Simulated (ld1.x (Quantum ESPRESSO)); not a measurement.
# Cr, TM: configuration errors across variants

* Element: Cr
* Generator: ld1.x (Quantum ESPRESSO) 7.5
* Type: norm-conserving Troullier–Martins (Kleinman–Bylander form)
* Functional: PBE
* Relativity: fully relativistic
* Frozen core: [Ne] 3s2
* Valence charge: 12
* Reference configuration: 3p6 3d5 4s1 4p0
* Partial waves: 4s (bound): rc 1.90 bohr; 3p (bound): rc 0.80 bohr; 3d (bound): rc 2.25 bohr
* Local potential: all-electron potential smoothed inside 2.05 bohr (lloc = -1)
* Core correction: none

Open shells are filled in proportion to 2j + 1 (rel_dist='average').

All-electron excitation energies from the reference (eV): (1) 3p6 3d5 4s0 4p0 6.901; (2) 3p6 3d4 4s0 4p0 22.953; (3) 3p6 3d3 4s0 4p0 53.702; (4) 3p6 3d4 4s1 4p0 7.987; (5) 3p6 3d4 4s1 4p1 3.506; (6) 3p6 3d6 4s0 4p0 1.731; (7) 3p5 3d5 4s1 4p0 51.519.

3 further variants failed, have other tests or another functional or relativity, and are left out.

A true bound ghost makes a file unfit for plane-wave use even where its test errors are small: the radial tests pick states by their node count and pass the ghost by.

Errors AE − PS in meV (a dash: test not solved or not reliable):

```csv
change,(1),(2),(3),(4),(5),(6),(7),bound ghosts
base,+6.1,-3.0,+224,+95,-48,-2.1,-154,none
core correction a·sin(br)/r model core inside 0.74 bohr,+1.4,-25,+143,+89,-55,-4.4,-163,none
local potential all-electron potential smoothed inside 2.20 bohr (lloc = -1),+6.0,-9.1,+196,+58,-114,-4.1,-292,none
wave 4s (bound): rc 1.90 bohr becomes 4s (bound): rc 1.86 bohr,+7.1,-4.6,+218,+106,-42,-0.7,-110,none
wave 3p (bound): rc 0.80 bohr becomes 3p (bound): rc 0.82 bohr,+6.0,-3.0,+224,+95,-48,-2.1,-154,none
"all radii scaled by about 1.41 (s 2.68, p 1.14, d 3.18 bohr); local potential all-electron potential smoothed inside 2.90 bohr (lloc = -1)",-2.8,-10,+1082,+127,-261,+47,-1106,none
local potential all-electron potential smoothed inside 0.95 bohr (lloc = -1),+6.6,+9.6,+289,+34,+48,+2.5,-347,s
local potential the s channel,+4.7,-84,-148,-27,-588,-29,-579,none
```

(1) Give the same row for: wave 3d (bound): rc 2.25 bohr becomes 3d (bound): rc 1.80 bohr.

Results:

(1) -0.6, +1.9, +12, +73, -78, -15, +18; bound ghosts: none.
